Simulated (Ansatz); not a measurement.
Reaction (silylene loss): `[SiH3][SbH][SiH3]` → `[SiH3][SbH2]` + `[SiH2]`

Computed with Ansatz on PBE0-D4/def2-TZVP structures; ΔE is electronic, products minus reactants. CCSD(T)/CBS adds triple-zeta CCSD(T) − MP2 to the extrapolated MP2 energy (def2 sets, frozen cores). This one scheme is used for every species. Functionals use def2-TZVPP. B3LYP here is the variant with VWN-RPA as its local correlation; programs differ in this. HSE06 is defined as in plane-wave codes. Elements past krypton have def2 core potentials. For Sb outer-core shells are correlated without core-valence functions, which leaves a few kJ/mol of doubt a bond.

`[SiH3][SbH][SiH3]`:

Cartesian coordinates in Å:
```
Si -1.098 -0.324 -1.431
Sb -0.877 -0.948 1.051
Si 1.416 0.207 1.145
H -0.717 1.088 -1.698
H -2.500 -0.541 -1.876
H -0.206 -1.219 -2.215
H -1.665 0.494 1.524
H 1.406 1.542 0.491
H 1.839 0.363 2.561
H 2.401 -0.662 0.447
```

`[SiH3][SbH2]`:

Cartesian coordinates in Å:
```
Si -0.539 0.576 -0.532
Sb 1.294 -0.185 1.107
H 0.105 1.280 -1.673
H -1.436 1.533 0.168
H -1.349 -0.554 -1.055
H 1.743 -1.458 0.059
H 0.183 -1.192 1.926
```

`[SiH2]`:

Cartesian coordinates in Å:
```
Si 0.238 0.568 0.356
H -1.007 -0.307 0.453
H 0.769 -0.262 -0.809
```

Question: Is it downhill or uphill in electronic energy at CCSD(T)/CBS, and by how much? (Estimate.)

Answer: The calculation gave: Uphill: ΔE = +2.90 eV.

Question: What do these levels give: B97M-V, B3LYP-D4, HSE06-D4, BHLYP-D4, ωB97X-V, PBE, B3LYP, CCSD/def2-SVP, CCSD(T)/def2-SVP, HF/def2-QZVPP, MP2/def2-QZVPP, SCS-MP2/def2-QZVPP? (Best estimate.)

Answer: Ansatz gave: B97M-V 2.72, B3LYP-D4 2.81, HSE06-D4 3.04, BHLYP-D4 2.92, ωB97X-V 2.94, PBE 2.86, B3LYP 2.65, CCSD/def2-SVP 2.62, CCSD(T)/def2-SVP 2.67, HF/def2-QZVPP 2.58, MP2/def2-QZVPP 3.11, SCS-MP2/def2-QZVPP 2.93 eV.

Question: What do rigid-rotor, harmonic-oscillator terms from PBE0-D4/def2-TZVP frequencies (298.15 K, 1 bar) make of the CCSD(T)/CBS value? (Estimate.)

Answer: The calculation gave: ΔZPE = -0.18 eV, ΔH = +2.75 eV, ΔS = 141 J/(mol·K), ΔG = +2.31 eV.

Largest T1 diagnostic among the species: 0.014.

In def2-TZVPP, CCSD(T) changes the Hartree–Fock value by +0.20 eV (the triples alone add +0.06 eV) and MP2 by +0.46 eV. From PBE to PBE0 (25 % exact exchange), in def2-TZVPP and without D4, ΔE moves by +0.09 eV.
